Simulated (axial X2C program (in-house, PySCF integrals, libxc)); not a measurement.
**Which molecule has these constants?**

Computed with an in-house all-electron X2C program for linear molecules (integrals from PySCF), spin-free (one-electron X2C) or two-component (2c: spin–orbit coupling with atomic mean-field Coulomb and Gaunt terms, which also bring small scalar terms), in Dyall basis sets with cores contracted in-house; open shells are unrestricted.

A two-component PBE0 calculation in a Dyall 3-zeta basis gave Re = 1.935 Å, ωe = 684.3 cm⁻¹, Ω = 0.

Task: Which molecule is it?
A. AsO⁺
B. AsS⁺
C. AsSe⁺

Result: B. The others have AsSe⁺ 2.058 Å and 479.4 cm⁻¹ (Ω = 0); AsO⁺ 1.553 Å and 1180.6 cm⁻¹ (Ω = 0).

Each entry is the lowest single determinant of a limited PBE0 search at one distance. De goes to single-determinant-based atoms at the same level (for ions the charge split of lowest energy) and is withheld (n/a) where an atom does not fit its ground term or J level. Main or longest-lived isotopes. The functionals have no current term, which raises determinants with orbital currents.
